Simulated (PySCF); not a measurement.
BeCl at PW91

Level: PW91. basis Be pcseg-1, Cl pcseg-1; no relativity; PySCF 2.14.

For BeCl, the state is ²Σ⁺ (doublet), unpaired electrons σ ↑, the bond length is 1.825 Å and the harmonic wavenumber is 805 cm⁻¹. The force constant is 2.73 mdyn/Å. The rotational constant Be is 0.7063 cm⁻¹, the anharmonicity ωexe is 5.08 cm⁻¹ and the vibration–rotation constant αe is 0.00688 cm⁻¹. The well depth De to Be + Cl is 4.16 eV and the dissociation energy D0 is 4.11 eV. The bond order (Mayer) is 1.04. The dipole moment (positive dipole means Be(−)Cl(+)) is -1.11 D.

The state was picked by a PBE0 search and need not be the measured ground state.
